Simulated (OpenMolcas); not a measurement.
Pm3+ among 4 point charges of -1.5 e arranged as a tetrahedron (Td), 2.3 Å from the ion.
```
   1.3279    1.3279    1.3279  -1.50
   1.3279   -1.3279   -1.3279  -1.50
  -1.3279    1.3279   -1.3279  -1.50
  -1.3279   -1.3279    1.3279  -1.50
```

| Item | Value |
| --- | --- |
| Program | OpenMolcas |
| Method | CASSCF |
| Basis | ANO-RCC-VDZP [7s6p4d2f1g] |
| Scalar Hamiltonian | DKH2, point nucleus |
| Active space | 4 electrons in 7 orbitals (4f) |
| State averaging | 2S+1 = 5 even, 35 roots (33 in the spin-orbit step); 2S+1 = 3 even, 117 roots kept (CI in the orbitals of an earlier block, 106 in the spin-orbit step); 2S+1 = 1 even, 75 roots kept (CI in the orbitals of an earlier block, 31 in the spin-orbit step) |
| Spin-orbit coupling | RASSI with atomic mean-field integrals over the reference wave functions |

Task: What is the spin-free ground state (labels of Td)?

Result: 5E, 2-fold in its orbital part, 100 % from free-ion I terms; it has the highest spin that f4 allows.

Task: Where is the first state of the same spin?

Result: 5T2 at 12.7 cm-1 above the ground state.

Task: What are the lowest two levels with spin-orbit coupling?

Result: A 1-fold level A1, then a 3-fold level T1 54.2 cm-1 above it. Their leading multiplicities are 5 (98 %) and 5 (98 %).

Task: What is χT at 300 K, and how does it compare with the textbook value?

Result: Hund's rules give f4 the level 5I4 with g = 0.600, so an isolated free-ion multiplet has χT = g² J(J+1) / 8 = 0.900 cm3 K/mol. The computed 0.994 at 300 K differs by +10 %, through the field's splitting, the mixing of terms and any other multiplet in reach.

High states are left out of the spin-orbit mixing, which shifts the levels that they would mix with. Point charges carry no covalency, so the field is a model and not that of real ligands. The first state left out of the spin-orbit step lies near 39000 cm-1 above the lowest spin-free state of the reference (among the parities and spins computed), and the lists stop at four fifths of that energy or lower. No measured value stands beside these numbers.
